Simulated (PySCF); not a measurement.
**C₆ coefficients of unlike pairs at UHF**

Calculated with PySCF 2.14 from the dipole response of each species, C₆(A,B) = (3/π) ∫ α_A(iu) α_B(iu) du, in atomic units, from isotropic polarisabilities. For ions this is the dispersion term alone; charge-induced terms of lower order in 1/R come first.

```csv
species,configuration,basis,relativity,α (bohr³),C₆ (like pair)
N(3+),[He] 2s2 (1S),aug-cc-pVQZ-DK (6s5p4d3f2g),spin-free X2C,2.231,2.250
Os+,[Xe] 4f14 5d6 6s1 (6D),"aug-cc-pVTZ-PP with one added diffuse shell each of s, p, d, f, g type with ECP60MDF (7s7p6d4f3g)",core potential,34.02,282.2
Pt,[Xe] 4f14 5d9 6s1 (3D),"x2c-TZVPPall with one added diffuse shell each of s, p, d, f type (12s8p8d4f1g)",spin-free X2C,53.53,496.1
Br(3+),[Ar] 3d10 4s2 4p2 (3P),"aug-cc-pVQZ-PP with one added diffuse shell each of s, p, d, f, g type with ECP10MDF (8s7p6d4f3g)",core potential,6.234,23.31
```

Task: Estimate C₆ for Br(3+) with N(3+).

Result: The integral gives 7.186. The combination rule 2 C_A C_B / (C_A α_B/α_A + C_B α_A/α_B) gives 7.171 and the geometric mean 7.243.

No spin-orbit coupling is included.

The other pairs:

```
       pair     C₆
 Br(3+), Pt  97.92
Br(3+), Os+  76.98
  Pt, N(3+)  31.64
 Os+, N(3+)  24.62
    Pt, Os+  371.5
```
